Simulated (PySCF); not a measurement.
PySCF job for Cl2H4OSi2, SMILES [SiH3]O[SiH](Cl)Cl, ωB97X-D3(BJ)/def2-SVP. The structure is a stationary point at ωB97X-D3(BJ)/def2-SVP. One conformer was computed; it need not be the lowest.

```python
import numpy as np
from pyscf import gto, scf, dft, df
from pyscf.hessian import thermo

mol = gto.M(
    atom='''
    Si   -2.27048520   -0.48227254    0.44891104
    O    -0.78677535    0.01474536    1.05537532
    Si    0.67790905    0.37643797    0.43342026
    Cl    0.41000315    1.47179367   -1.28237068
    Cl    1.66025019   -1.34806786   -0.07307185
    H    -2.05220807   -1.32306532   -0.76025938
    H    -3.08209337    0.71261126    0.09616061
    H    -2.94883239   -1.26917953    1.50961215
    H     1.47909571    1.14001572    1.40136897
    ''',
    basis='def2-SVP',
    charge=0,
    spin=0,
    max_memory=1600,
    verbose=3,
)
mf = dft.RKS(mol, xc='wb97x-d3bj').density_fit(auxbasis='def2-universal-jkfit')
mf.grids.level = 3
mf.conv_tol = 1e-11
mf.max_cycle = 100
mf.kernel()

# [left out here: the lines that compute and print the analytic Hessian (its translational invariance restored by hand, since the grid's response is missing), thermochemistry and intensities]
```

Program output:

```
converged SCF energy = -1576.74344869752

WARN: DFTD3 does not support analytical Hessian, using finite difference


WARN: Mole.unit (angstrom) is changed to Bohr

Mode                                 0                   1                   2
Irrep
Freq [cm^-1]                       25.9185             57.7738             73.1930
Reduced mass [au]                   6.8724              1.0316              6.3583
Force const [Dyne/A]                0.0027              0.0020              0.0201
Char temp [K]                      37.2909             83.1236            105.3084
Normal mode                   x     y     z       x     y     z       x     y     z
       0  Si                -0.03  0.09 -0.03   -0.00 -0.01  0.00   -0.10 -0.02  0.07
       1   O                 0.02 -0.09  0.01   -0.00 -0.01 -0.00   -0.03 -0.04 -0.08
       2  Si                 0.00 -0.03  0.01   -0.00 -0.00  0.00   -0.02 -0.01 -0.02
       3  Cl                -0.06 -0.04  0.01    0.00  0.01  0.01    0.07  0.02 -0.01
       4  Cl                 0.08  0.02  0.00   -0.00  0.00 -0.01    0.05  0.02 -0.00
       5   H                -0.11  0.10 -0.05    0.02 -0.48  0.33   -0.24 -0.03  0.05
       6   H                 0.10  0.19 -0.00    0.20 -0.03 -0.52   -0.11 -0.00  0.15
       7   H                -0.13  0.14 -0.05   -0.23  0.47  0.21   -0.01  0.00  0.15
       8   H                -0.03  0.00  0.01   -0.00 -0.01  0.01   -0.07 -0.02  0.03
Mode                                 3                   4                   5
Irrep
Freq [cm^-1]                      184.5418            260.5001            330.4398
Reduced mass [au]                  20.4073              8.9757              9.4988
Force const [Dyne/A]                0.4095              0.3589              0.6111
Char temp [K]                     265.5146            374.8017            475.4293
Normal mode                   x     y     z       x     y     z       x     y     z
       0  Si                -0.01  0.00 -0.00    0.02 -0.00  0.01    0.01  0.01  0.01
       1   O                -0.04  0.02  0.06    0.06 -0.17  0.05   -0.04  0.02  0.14
       2  Si                -0.03  0.01  0.06   -0.02  0.04 -0.01   -0.09 -0.05 -0.05
       3  Cl                 0.05 -0.09 -0.00    0.03  0.02 -0.04    0.03  0.05 -0.03
       4  Cl                -0.01  0.07 -0.08   -0.06  0.03  0.02    0.05 -0.02  0.01
       5   H                 0.06  0.02 -0.00   -0.06  0.03 -0.03    0.18  0.05  0.01
       6   H                -0.01 -0.01 -0.02    0.16  0.10  0.04    0.03  0.00 -0.05
       7   H                -0.04 -0.02 -0.04   -0.08  0.03 -0.04   -0.08 -0.04 -0.09
       8   H                -0.05  0.00  0.08   -0.06  0.10 -0.02   -0.05 -0.04 -0.09
Mode                                 6                   7                   8
Irrep
Freq [cm^-1]                      524.3420            610.3617            657.7837
Reduced mass [au]                  17.7359             10.4348              3.2289
Force const [Dyne/A]                2.8730              2.2904              0.8231
Char temp [K]                     754.4114            878.1746            946.4042
Normal mode                   x     y     z       x     y     z       x     y     z
       0  Si                 0.05  0.02  0.01   -0.01 -0.00  0.00   -0.09 -0.03 -0.01
       1   O                 0.01  0.01 -0.05    0.00 -0.01  0.01    0.02  0.01  0.08
       2  Si                -0.03 -0.05 -0.10   -0.05  0.12 -0.05    0.09  0.00 -0.05
       3  Cl                 0.01 -0.04  0.07    0.01 -0.04  0.06    0.00 -0.01  0.02
       4  Cl                -0.03  0.07  0.02    0.03 -0.06 -0.02   -0.01  0.03  0.01
       5   H                 0.01  0.00  0.01   -0.01  0.02 -0.02    0.11  0.03 -0.01
       6   H                 0.03  0.00  0.01    0.03  0.02 -0.00   -0.09 -0.05 -0.10
       7   H                 0.08  0.02  0.04   -0.05  0.00 -0.03   -0.26 -0.09 -0.17
       8   H                -0.03 -0.06 -0.10   -0.07  0.21 -0.10    0.29  0.03 -0.24
Mode                                 9                  10                  11
Irrep
Freq [cm^-1]                      737.1415            745.3475            832.7265
Reduced mass [au]                   1.1893              1.2738              1.1349
Force const [Dyne/A]                0.3807              0.4169              0.4637
Char temp [K]                    1060.5824           1072.3891           1198.1080
Normal mode                   x     y     z       x     y     z       x     y     z
       0  Si                 0.01 -0.05 -0.00    0.01  0.01  0.06    0.00 -0.00  0.00
       1   O                -0.01  0.07  0.00   -0.01 -0.01 -0.08   -0.00  0.02 -0.02
       2  Si                 0.00 -0.01 -0.00    0.00  0.00  0.00    0.01 -0.05  0.03
       3  Cl                -0.00  0.00 -0.00   -0.00 -0.00 -0.00    0.00  0.01  0.00
       4  Cl                -0.00  0.00  0.00   -0.00 -0.00 -0.00   -0.00 -0.00 -0.01
       5   H                -0.42  0.02 -0.12    0.53  0.16  0.04    0.04 -0.01  0.02
       6   H                 0.56  0.39  0.23    0.14  0.05 -0.10    0.05  0.04  0.03
       7   H                -0.30  0.05 -0.13   -0.47 -0.15 -0.36   -0.03 -0.02 -0.03
       8   H                 0.06 -0.07 -0.00   -0.16 -0.06  0.18   -0.23  0.79 -0.44
Mode                                12                  13                  14
Irrep
Freq [cm^-1]                      858.5857            966.7106            970.6248
Reduced mass [au]                   1.2624              1.0529              1.0503
Force const [Dyne/A]                0.5483              0.5797              0.5830
Char temp [K]                    1235.3137           1390.8813           1396.5130
Normal mode                   x     y     z       x     y     z       x     y     z
       0  Si                -0.00 -0.00 -0.01   -0.00  0.04 -0.01   -0.02  0.01  0.03
       1   O                -0.00  0.02  0.06    0.00 -0.00  0.00   -0.00 -0.00 -0.01
       2  Si                 0.06 -0.01 -0.04   -0.00  0.00 -0.00    0.00  0.00  0.00
       3  Cl                -0.00 -0.00  0.00    0.00 -0.00  0.00   -0.00  0.00 -0.00
       4  Cl                -0.01 -0.00 -0.00    0.00 -0.00  0.00    0.00 -0.00 -0.00
       5   H                -0.20 -0.03 -0.03   -0.05 -0.61  0.42   -0.21  0.17 -0.13
       6   H                -0.09 -0.06 -0.04    0.05  0.12  0.20    0.32  0.02 -0.68
       7   H                -0.04 -0.01 -0.03    0.11 -0.49 -0.31    0.35 -0.42 -0.07
       8   H                -0.69  0.13  0.48    0.01 -0.02  0.01    0.02  0.00 -0.02
Mode                                15                  16                  17
Irrep
Freq [cm^-1]                      994.7628           1106.5662           2275.7294
Reduced mass [au]                   1.2666              5.7682              1.0400
Force const [Dyne/A]                0.7385              4.1614              3.1733
Char temp [K]                    1431.2422           1592.1024           3274.2679
Normal mode                   x     y     z       x     y     z       x     y     z
       0  Si                -0.07 -0.02 -0.02    0.03  0.01  0.01    0.01 -0.02 -0.03
       1   O                 0.06  0.02  0.01   -0.20 -0.06  0.02   -0.00 -0.00  0.00
       2  Si                -0.00 -0.00 -0.01    0.07  0.02 -0.02    0.00 -0.00 -0.00
       3  Cl                -0.00 -0.00  0.00   -0.00 -0.00  0.00   -0.00 -0.00  0.00
       4  Cl                -0.00  0.00  0.00   -0.00  0.00 -0.00   -0.00  0.00  0.00
       5   H                 0.51  0.02  0.05    0.15 -0.00  0.03   -0.15  0.55  0.80
       6   H                 0.37  0.31  0.15    0.14  0.12  0.09    0.00  0.00 -0.01
       7   H                 0.38  0.03  0.29    0.18  0.04  0.13    0.02  0.00 -0.03
       8   H                -0.15 -0.01  0.12    0.08  0.02 -0.04   -0.00  0.00  0.00
Mode                                18                  19                  20
Irrep
Freq [cm^-1]                     2284.8901           2297.1139           2367.6912
Reduced mass [au]                   1.0409              1.0406              1.0426
Force const [Dyne/A]                3.2017              3.2351              3.4436
Char temp [K]                    3287.4481           3305.0355           3406.5805
Normal mode                   x     y     z       x     y     z       x     y     z
       0  Si                 0.02 -0.03  0.01   -0.02 -0.02  0.02   -0.00 -0.00  0.00
       1   O                 0.00  0.00 -0.00   -0.00 -0.00  0.00    0.00  0.00  0.00
       2  Si                -0.00 -0.00  0.00    0.00 -0.00 -0.00    0.02  0.02  0.02
       3  Cl                -0.00  0.00 -0.00   -0.00 -0.00  0.00    0.00  0.00  0.00
       4  Cl                 0.00  0.00 -0.00   -0.00  0.00  0.00   -0.00  0.00  0.00
       5   H                 0.01 -0.02 -0.01    0.00 -0.02 -0.01    0.00  0.00  0.00
       6   H                -0.53  0.79 -0.23    0.01 -0.03  0.02    0.01 -0.01  0.00
       7   H                 0.02  0.00 -0.02    0.44  0.52 -0.70    0.01  0.01 -0.01
       8   H                -0.01 -0.01 -0.01    0.01  0.01  0.01   -0.54 -0.51 -0.64
temperature 298.1500 [K]
pressure 101325.00 [Pa]
Rotational constants [GHz] 2.16177 1.44053 1.00242
Symmetry number 1
Zero-point energy (ZPE) 0.04366 [Eh]   114618.665 [J/mol]
                           tot       elec      trans        rot        vib
Entropy [J/mol/K]       386.756      0.000    170.994    121.430     94.333
Cv [J/mol/K]            102.030      0.000     12.472     12.472     77.087
Cp [J/mol/K]            110.344      0.000     20.786     12.472     77.087
Internal energy [J/mol]                      3718.434   3718.434 127476.795
Internal energy [Eh]   -1576.69206  -1576.74345
Enthalpy [J/mol]                             6197.391   3718.434 127476.795
Enthalpy [Eh]          -1576.69112
Gibbs free energy [J/mol]                  -44784.326 -32485.845  99351.397
Gibbs free energy [Eh] -1576.73504
mode   freq/cm-1   IR/(km/mol)
   1       25.92         0.571
   2       57.77         0.051
   3       73.19         2.241
   4      184.54         2.466
   5      260.50         7.199
   6      330.44        25.035
   7      524.34        37.647
   8      610.36       131.201
   9      657.78         8.619
  10      737.14        55.923
  11      745.35        45.965
  12      832.73       189.804
  13      858.59       255.343
  14      966.71        96.139
  15      970.62        88.003
  16      994.76       452.960
  17     1106.57       328.150
  18     2275.73        90.831
  19     2284.89       105.227
  20     2297.11       116.507
  21     2367.69        90.063
max |gradient| / (hartree/bohr): 4.536924529594151e-05
APT charges: [ 1.5156 -1.339   2.0464 -0.5599 -0.5577 -0.2746 -0.2794 -0.2713 -0.2801]
```

The calculation finished and met its thresholds.
